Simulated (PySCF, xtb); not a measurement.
Zn(F)(Et) (C2H5FZn), SMILES C[CH2][Zn][F]. The values are those of a single conformer.

Harmonic wavenumbers (cm⁻¹) from GFN2-xTB in xtb at its own minimum, in rising order: 36, 44, 208, 212, 381, 458, 658, 941, 992, 1059, 1195, 1222, 1410, 1463, 1483, 1485, 2987, 3008, 3018, 3026, 3030.

Q: What does PBE-D3(BJ)/def2-SVP (PySCF) give at its own minimum? (Estimate from the structure and the level; the computed values follow.)

A: 93, 119, 243, 246, 507, 630, 686, 917, 943, 1021, 1169, 1204, 1348, 1386, 1425, 1429, 2957, 2977, 3026, 3032, 3055. Paired by order, the mean absolute difference is 49 cm⁻¹ and the zero-point energies are 40.5 and 40.6 kcal/mol.
